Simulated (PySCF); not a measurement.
H3Si2, SMILES [Si][SiH3] (connectivity only; charge and spin as stated), neutral, multiplicity 2. Atoms are numbered in the order given.

```xyz
5

Si    -1.3577    -0.0108     0.0000
Si     1.0243    -0.0088     0.0000
H      1.6795    -0.5923     1.2009
H      1.3091     1.4591     0.0000
H      1.6795    -0.5923    -1.2009
```
Charge 0, spin multiplicity 2.

Coordinates come from a B3LYP-D3(BJ)/def2-TZVP optimisation. The isomer is the one that the SMILES or the coordinates give; other isomers of the formula were not compared.

Computed with PBE0/pcH-1 (PySCF).

Unrestricted Kohn–Sham, ⟨S²⟩ = 0.754. Hyperfine tensors hold the contact and dipolar terms, without spin-orbit corrections.

Computed hyperfine couplings:
| nucleus | A(iso) (MHz) | A(iso) (G) | dipolar principal values (MHz) |
|---|---|---|---|
| 29Si no. 1 | 33.6 | 12.0 | -196.4, 95.1, 101.2 |
| 29Si no. 2 | 30.9 | 11.0 | -1.9, -0.4, 2.3 |
| 1H no. 3 | 41.6 | 14.8 | -2.0, -1.0, 3.0 |
| 1H no. 4 | -6.7 | -2.4 | -2.6, -1.3, 3.9 |
| 1H no. 5 | 41.6 | 14.8 | -2.0, -1.0, 3.0 |
